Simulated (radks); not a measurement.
Task: The mean radii <r> (bohr) of the occupied orbitals of an atom or ion are listed with their occupations. Method: Dirac Kohn-Sham, BLYP, spin-unpolarised, spherical densities, finite nucleus; Fermi nuclear charge, rms radius of each element as measured or else 0.836 A^(1/3) + 0.57 fm; computed with a radial shooting solver on a logarithmic mesh with Libxc functionals.

| orbital | occ. | <r> |
|---|---|---|
| 1s1/2 | 2 | 0.01774 |
| 2s1/2 | 2 | 0.07426 |
| 2p1/2 | 2 | 0.06130 |
| 2p3/2 | 4 | 0.06949 |
| 3s1/2 | 2 | 0.1934 |
| 3p1/2 | 2 | 0.1835 |
| 3p3/2 | 4 | 0.1986 |
| 3d3/2 | 4 | 0.1734 |
| 3d5/2 | 6 | 0.1781 |
| 4s1/2 | 2 | 0.4318 |
| 4p1/2 | 2 | 0.4357 |
| 4p3/2 | 4 | 0.4693 |
| 4d3/2 | 4 | 0.4825 |
| 4d5/2 | 6 | 0.4938 |
| 5s1/2 | 2 | 1.007 |
| 5p1/2 | 2 | 1.100 |
| 4f5/2 | 6 | 0.5526 |
| 4f7/2 | 8 | 0.5608 |
| 5p3/2 | 4 | 1.201 |
| 5d3/2 | 2.4 | 1.722 |
| 5d5/2 | 3.6 | 1.791 |
| 6s1/2 | 1 | 2.791 |

Name the element and its charge. Open shells, if any, are shared by 2j + 1.

Result: Z = 76, osmium, charge +1: Os+ in [Xe] 4f14 5d6 6s1. The 1s radius gives Z: for a bare nucleus <r> = (2 gamma + 1)/(2Z) with gamma = sqrt(1 - (Z/c)^2), 0.01753 bohr for Z = 76, and screening makes it slightly larger (0.01774 here). The occupations add up to 75, and the charge is Z minus that.
